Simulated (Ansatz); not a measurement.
**The standard entropy of CBr4 (carbon tetrabromide) from a frequency calculation**

A singlet with charge 0, relaxed at HF/6-31G* (Cartesian functions) (Ansatz 0.2.0):

```xyz
5

Br    0.1508   -0.8785    1.7226
C     0.0000    0.0000    0.0000
Br   -1.3180    1.4186    0.1109
Br   -0.5510   -1.2913   -1.3383
Br    1.7182    0.7513   -0.4953
```

Harmonic wavenumbers in cm⁻¹: 138, 138, 200, 200, 200, 288, 766, 766, 766.

Masses in u: Br 79.904, C 12.011. Take T = 298.15 K, p = 1 bar, R = 8.3145 J/(mol K), kT/hc = 207.22 cm⁻¹, rigid rotor and harmonic oscillator.

Work out S° at 298 K.


1. Translation (Sackur–Tetrode): S = R[3/2 ln M + 5/2 ln T − 1.1517] with M = 331.627 gives 181.2 J/(mol K).
2. Rotation: principal moments 801.566, 801.579, 801.613 u Å² give A, B, C = 0.021, 0.021, 0.021 cm⁻¹; the symmetry number is σ = 12; q = (√π/σ)√((kT/hc)³/ABC) = 144781; S = R(ln q + 3/2) = 111.3.
3. Vibration: with u = ν̃/207.22, each mode gives R[u/(eᵘ − 1) − ln(1 − e⁻ᵘ)]; the sum is 59.7, most from 138 cm⁻¹ (11.8), 138 cm⁻¹ (11.8), 200 cm⁻¹ (8.9).
4. Spin: R ln 1 = 0.0.
5. Sum: 181.2 + 111.3 + 59.7 + 0.0 = 352.2 J/(mol K).

The tabulated value is 358.1 J/(mol K) (CRC Handbook of Chemistry and Physics): the model is off by -5.9. Unscaled Hartree–Fock wavenumbers run high.
